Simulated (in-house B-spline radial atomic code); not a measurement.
Ionising Pr⁴⁺ with different functionals

Computed with a B-spline radial code for spherical atoms: four-component Dirac-Coulomb Hamiltonian, Fermi nucleus of rms radius 4.8919 fm, spin-restricted, spherical fractional occupations for the functionals. The ionisation energy is the difference of two self-consistent energies, [Xe] 4f1 → [Kr] 4d10 5s2 5p6, without Breit or QED terms; ε is the level of the shell that loses the electron (mean over j). The electron is taken from both j subshells in proportion to 2j + 1, so the result is a j average, not the step between ground levels.

Hybrids are left out here: with spherical fractional occupations of an open shell their exact exchange keeps a self-interaction that integer-occupation calculations don't have.

```json
{"method": "LDA VWN5", "rung": "LDA", "ΔSCF (eV)": "59.23", "-ε(4f) (eV)": "48.90"}
{"method": "relativistic LDA", "rung": "LDA", "ΔSCF (eV)": "59.42", "-ε(4f) (eV)": "49.08"}
{"method": "LDA PW92", "rung": "LDA", "ΔSCF (eV)": "59.22", "-ε(4f) (eV)": "48.89"}
{"method": "LDA exchange-only", "rung": "LDA", "ΔSCF (eV)": "57.29", "-ε(4f) (eV)": "47.00"}
{"method": "PBE", "rung": "GGA", "ΔSCF (eV)": "?", "-ε(4f) (eV)": "?"}
{"method": "PBEsol", "rung": "GGA", "ΔSCF (eV)": "58.90", "-ε(4f) (eV)": "48.58"}
{"method": "BLYP", "rung": "GGA", "ΔSCF (eV)": "58.64", "-ε(4f) (eV)": "48.32"}
{"method": "RPBE", "rung": "GGA", "ΔSCF (eV)": "58.76", "-ε(4f) (eV)": "48.44"}
{"method": "PW91", "rung": "GGA", "ΔSCF (eV)": "58.95", "-ε(4f) (eV)": "48.63"}
{"method": "BP86", "rung": "GGA", "ΔSCF (eV)": "58.95", "-ε(4f) (eV)": "48.63"}
{"method": "AM05", "rung": "GGA", "ΔSCF (eV)": "?", "-ε(4f) (eV)": "?"}
{"method": "OLYP", "rung": "GGA", "ΔSCF (eV)": "59.36", "-ε(4f) (eV)": "48.99"}
```

(1) What does AM05 give?

(2) What does PBE give?

(3) How do they compare with the NIST value?

Answers

(1) ΔSCF 58.96 eV, and -ε(4f) = 48.64 eV.

(2) ΔSCF 58.84 eV, and -ε(4f) = 48.52 eV.

(3) NIST lists 57.53 eV ± 0.05 (semi-empirical, ground level to ground level). Errors run from -0.24 to +1.89 eV. The correlated functionals all miss on the same side by more than they spread, so the cause is common to them (Breit-QED terms, spin polarisation, the choice among j levels, multiplet and fine-structure energies, or a listed next ion that isn't the cheapest removal here) and closeness doesn't rank the functionals.
